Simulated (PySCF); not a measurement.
Dipole response of V³⁺ (vanadium, charge +3)

[Ar] 3d2, high-spin 3F determinant. Computed with PySCF 2.14 in def2-TZVPPD, with no relativity, point nucleus. Coupled (time-dependent) response in atomic units; α is the mean over directions.

```tsv
method	mean α (bohr³)	C₆ (like pair)	S(−4)
r2SCANh	2.152	5.552	1.513
```

S(−4) is the Cauchy moment in α(ω) = α(0) + S(−4) ω² + …

α(iu) at r2SCANh:

```csv
u (hartree),α(iu) (bohr³)
0,2.152
0.0500,2.149
0.100,2.137
0.200,2.095
0.300,2.033
0.500,1.877
0.750,1.669
1.00,1.473
1.50,1.138
2.00,0.8805
3.00,0.5518
5.00,0.2646
```

For an ion, C₆ is the dispersion term alone; charge-induced terms of lower order in 1/R come first.
